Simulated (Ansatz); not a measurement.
Computed with Ansatz on PBE0-D4/def2-TZVP structures; ΔE is electronic, products minus reactants. CCSD(T)/CBS is the MP2 limit (def2-TZVPP, def2-QZVPP) plus CCSD(T) − MP2 in def2-TZVPP, frozen cores. This one scheme is used for every species. Functionals use def2-TZVPP. Elements past krypton have def2 core potentials. For Sn outer-core shells are correlated without core-valence functions, which leaves a few kJ/mol of doubt a bond. Each species was taken in one conformer, which may not be the lowest.

Consider the ligand exchange at the Sn–F bond: `[OH][Sn][F]` + CH₃SH → `C[S][Sn][OH]` + H–F.

`[OH][Sn][F]`:

Z-matrix (Å, degrees):
```
O
Sn 1 1.969
H 1 0.961 2 116.2
F 2 1.934 1 93.3 3 180.0
```

CH₃SH:

Cartesian coordinates in Å:
```
C -0.326 -0.066 0.362
S 0.573 0.888 -0.881
H -0.915 -0.861 -0.093
H -1.005 0.634 0.848
H 0.346 -0.476 1.114
H 1.327 -0.119 -1.349
```

`C[S][Sn][OH]`:

Cartesian coordinates in Å:
```
C -1.033 0.312 -0.234
S -0.785 -1.481 -0.110
Sn 1.580 -1.775 0.412
O 2.122 0.129 0.451
H -0.801 0.812 0.707
H -2.086 0.479 -0.459
H -0.439 0.740 -1.042
H 1.442 0.784 0.275
```

H–F:

```xyz
2

F     0.092   -0.365    0.265
H    -0.092    0.365   -0.265
```

| species | r2SCANh energy (Eh) |
| --- | --- |
| `[OH][Sn][F]` | -390.10536 |
| CH₃SH | -438.66962 |
| `C[S][Sn][OH]` | -728.32828 |
| H–F | -100.44147 |

Task: Work out ΔE.

Result: ΔE = (-728.32828) + (-100.44147) − (-390.10536) − (-438.66962) = 0.00523 Eh = +0.14 eV. CCSD(T)/CBS gives +0.09 eV.

Largest T1 diagnostic among the species: 0.018.

From PBE to PBE0 (25 % exact exchange), in def2-TZVPP and without D4, ΔE moves by −0.04 eV. Leaving LDA and LC-ωPBE aside and taking each functional with its dispersion term where it has one, the values, not all of them listed here, spread over 0.21 eV, from HSE06-D4 to ωB97X-V. LDA lies −0.13 eV from PBE without D4.
